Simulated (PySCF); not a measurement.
BGeH5OSi, CH5GeO, CH5GeO2, CH3ClGeO (calculated)

All values are calculated (PySCF 2.14.0). Calculation on a computer-drawn molecule: the log of a Hartree-Fock and frozen-core CCSD(T) single point meant for a local Hartree-Fock minimum, with one planted fault or none, to be diagnosed. Offsets are logged minus clean, where the clean run is the same molecule without the fault. The reference is restricted for singlets and unrestricted otherwise, and also for a bond in bohr or an excited solution. Adding or removing an electron swaps singlet and doublet. The excited solution moves the top pair (singlet) or top alpha electron (doublet) to the lowest empty orbital. Highest occupied and lowest empty are orbital energies over both spins, largest force is the largest gradient component, triples share is (T) over the correlation energy, the T1 limit is 0.02 restricted and 0.045 unrestricted, electrons count all cores, a negative frequency is imaginary (commonest isotopes), and the dipole is about the centre of nuclear charge; on germanium a core potential holds 10 electrons, which the energies leave out, and 3d is frozen in MP2 and coupled-cluster steps.

Common to all runs: logged SCF converged yes; possible faults no fault, one electron removed, one electron added, multiplicity raised by two, geometry at a saddle point, SCF held on an excited solution, minimal basis STO-3G, one bond length entered in bohr, all coordinates scaled.

```yaml
- entry: 1
  formula: BGeH5OSi
  logged_structure:
    atoms_angstrom:
      - [O, -2.1884, 1.1463, 0.2475]
      - [B, -0.8949, 1.0013, 0.6267]
      - [Si, -0.1229, -0.8665, 0.9853]
      - [Ge, 0.3297, 2.7154, 0.9137]
      - [H, -2.4722, 2.0351, 0.0896]
      - [H, 0.4151, -0.9701, -0.4318]
      - [H, -0.1459, 3.8864, 0.0315]
      - [H, 1.8052, 2.4453, 0.5845]
      - [H, 0.2714, 3.1912, 2.375]
  given:
    meant_charge: 0
    meant_multiplicity: 1
    meant_basis: "cc-pV(D+d)Z"
    meant_basis_and_core_potential_on_germanium: "cc-pVDZ-PP ECP10MDF"
    logged_electrons: 64
    logged_basis_functions: 99
    logged_spin_squared: 2.0193
    "logged_highest_occupied [eV]": -7.9
    "logged_lowest_empty [eV]": 0.24123
    "logged_largest_force [hartree/bohr]": 0.024343
    logged_T1_diagnostic: 0.0221
    logged_D1_diagnostic: 0.09421
    logged_triples_share: 0.029165
    logged_CC_converged: "yes"
    "logged_dipole_magnitude [debye]": 1.3777
    logged_SCF_stable_within_its_kind: "yes"
    "logged_energy_HF [hartree]": -684.71826
    "logged_energy_CCSD(T) [hartree]": -685.22
    drawn_bonds_atom: [1, 2, 2, 1, 3, 4, 4, 4]
    drawn_bonds_other_atom: [2, 3, 4, 5, 6, 7, 8, 9]
    drawn_bonds_order: [1, 1, 1, 1, 1, 1, 1, 1]
  results:
    planted_fault: "multiplicity raised by two"
    "HF_energy_offset_from_clean_run [kcal/mol]": 10.23
    "CCSD(T)_energy_offset_from_clean_run [kcal/mol]": 21.91
- entry: 2
  formula: BGeH5OSi
  logged_structure:
    atoms_angstrom:
      - [O, -2.1884, 1.1463, 0.2475]
      - [B, -0.8949, 1.0013, 0.6267]
      - [Si, -0.1229, -0.8665, 0.9853]
      - [Ge, 0.3297, 2.7154, 0.9137]
      - [H, -2.4722, 2.0351, 0.0896]
      - [H, 0.4151, -0.9701, -0.4318]
      - [H, -0.1459, 3.8864, 0.0315]
      - [H, 1.8052, 2.4453, 0.5845]
      - [H, 0.2714, 3.1912, 2.375]
  given:
    meant_charge: 0
    meant_multiplicity: 1
    meant_basis: "cc-pV(D+d)Z"
    meant_basis_and_core_potential_on_germanium: "cc-pVDZ-PP ECP10MDF"
    logged_electrons: 65
    logged_basis_functions: 99
    logged_spin_squared: 0.769
    "logged_highest_occupied [eV]": -1.2169
    "logged_lowest_empty [eV]": 7.1048
    "logged_largest_force [hartree/bohr]": 0.017683
    logged_T1_diagnostic: 0.019411
    logged_D1_diagnostic: 0.073419
    logged_triples_share: 0.029515
    logged_CC_converged: "yes"
    "logged_dipole_magnitude [debye]": 9.5841
    logged_SCF_stable_within_its_kind: "yes"
    "logged_energy_HF [hartree]": -684.74817
    "logged_energy_CCSD(T) [hartree]": -685.27956
    drawn_bonds_atom: [1, 2, 2, 1, 3, 4, 4, 4]
    drawn_bonds_other_atom: [2, 3, 4, 5, 6, 7, 8, 9]
    drawn_bonds_order: [1, 1, 1, 1, 1, 1, 1, 1]
  results:
    planted_fault: "one electron added"
    "HF_energy_offset_from_clean_run [kcal/mol]": -8.535
    "CCSD(T)_energy_offset_from_clean_run [kcal/mol]": -15.46
- entry: 3
  formula: CH5GeO
  logged_structure:
    atoms_angstrom:
      - [O, -0.554, 2.0644, 1.2516]
      - [C, -0.3053, 0.743, 0.7449]
      - [Ge, -1.746, -0.6094, 1.36]
      - [H, -0.9781, 1.9668, 2.087]
      - [H, 0.7058, 0.4419, 1.0414]
      - [H, -0.3106, 0.8345, -0.3448]
      - [H, 0.0686, -3.0563, 1.3838]
      - [H, -1.5258, -0.2597, 2.93]
  given:
    meant_charge: -1
    meant_multiplicity: 1
    meant_basis: aug-cc-pVDZ
    meant_basis_and_core_potential_on_germanium: "aug-cc-pVDZ-PP ECP10MDF"
    logged_electrons: 52
    logged_basis_functions: 123
    logged_spin_squared: 0.68
    "logged_highest_occupied [eV]": -1.704
    "logged_lowest_empty [eV]": 3.8013
    "logged_largest_force [hartree/bohr]": 0.009412
    logged_T1_diagnostic: 0.064585
    logged_D1_diagnostic: 0.32565
    logged_triples_share: 0.035842
    logged_CC_converged: "yes"
    "logged_dipole_magnitude [debye]": 3.9405
    logged_SCF_stable_within_its_kind: "yes"
    "logged_energy_HF [hartree]": -408.92762
    "logged_energy_CCSD(T) [hartree]": -409.45479
    drawn_bonds_atom: [1, 2, 1, 2, 2, 3, 3]
    drawn_bonds_other_atom: [2, 3, 4, 5, 6, 7, 8]
    drawn_bonds_order: [1, 1, 1, 1, 1, 1, 1]
  results:
    planted_fault: "one bond length entered in bohr, row 6 of the drawn bonds"
    "HF_energy_offset_from_clean_run [kcal/mol]": 44.62
    "CCSD(T)_energy_offset_from_clean_run [kcal/mol]": 45.78
  notes: ["T1 above single-reference limit"]
- entry: 4
  formula: CH5GeO2
  logged_structure:
    atoms_angstrom:
      - [O, -0.8642, -1.3101, 1.5392]
      - [C, -0.9042, -2.4992, 0.798]
      - [Ge, 0.4464, -2.3984, -0.6506]
      - [O, 1.8096, -1.7314, 0.3134]
      - [H, 0.0375, -1.1325, 1.7729]
      - [H, -0.7125, -3.378, 1.4213]
      - [H, -1.9037, -2.6009, 0.3763]
      - [H, 0.0953, -1.3764, -1.7588]
      - [H, 2.5009, -1.3038, -0.1704]
  given:
    meant_charge: 0
    meant_multiplicity: 2
    meant_basis: cc-pVDZ
    meant_basis_and_core_potential_on_germanium: "cc-pVDZ-PP ECP10MDF"
    logged_electrons: 59
    logged_basis_functions: 90
    logged_spin_squared: 0.7873
    "logged_highest_occupied [eV]": -3.3226
    "logged_lowest_empty [eV]": -1.3553
    "logged_largest_force [hartree/bohr]": 0.042866
    "logged_dipole_magnitude [debye]": 1.9002
    logged_SCF_stable_within_its_kind: "no"
    "logged_energy_HF [hartree]": -483.67086
    drawn_bonds_atom: [1, 2, 3, 1, 2, 2, 3, 4]
    drawn_bonds_other_atom: [2, 3, 4, 5, 6, 7, 8, 9]
    drawn_bonds_order: [1, 1, 1, 1, 1, 1, 1, 1]
  results:
    planted_fault: "SCF held on an excited solution"
    "HF_energy_offset_from_clean_run [kcal/mol]": 119.4
  notes: ["coupled-cluster numbers left out as unreliable"]
- entry: 5
  formula: CH3ClGeO
  logged_structure:
    atoms_angstrom:
      - [O, -1.4891, -0.1289, -0.5167]
      - [C, -0.8041, -0.7709, -1.6135]
      - [Ge, -1.6204, 0.6293, -2.7688]
      - [Cl, 0.0009, 2.1441, -2.3862]
      - [H, -0.8849, 0.4293, -0.0457]
      - [H, 0.2735, -0.7986, -1.4682]
      - [H, -1.2021, -1.7796, -1.7073]
  given:
    meant_charge: 0
    meant_multiplicity: 1
    meant_basis: "cc-pV(D+d)Z"
    meant_basis_and_core_potential_on_germanium: "cc-pVDZ-PP ECP10MDF"
    logged_electrons: 66
    logged_basis_functions: 89
    logged_spin_squared: 2.0284
    "logged_highest_occupied [eV]": -7.0486
    "logged_lowest_empty [eV]": -0.68344
    "logged_largest_force [hartree/bohr]": 0.043812
    logged_T1_diagnostic: 0.021123
    logged_D1_diagnostic: 0.10963
    logged_triples_share: 0.027996
    logged_CC_converged: "yes"
    "logged_dipole_magnitude [debye]": 2.9475
    logged_SCF_stable_within_its_kind: "yes"
    "logged_energy_HF [hartree]": -867.30167
    "logged_energy_CCSD(T) [hartree]": -867.88279
    drawn_bonds_atom: [1, 2, 3, 1, 2, 2]
    drawn_bonds_other_atom: [2, 3, 4, 5, 6, 7]
    drawn_bonds_order: [1, 1, 1, 1, 1, 1]
  results:
    planted_fault: "multiplicity raised by two"
    "HF_energy_offset_from_clean_run [kcal/mol]": 48.66
    "CCSD(T)_energy_offset_from_clean_run [kcal/mol]": 59.62
```
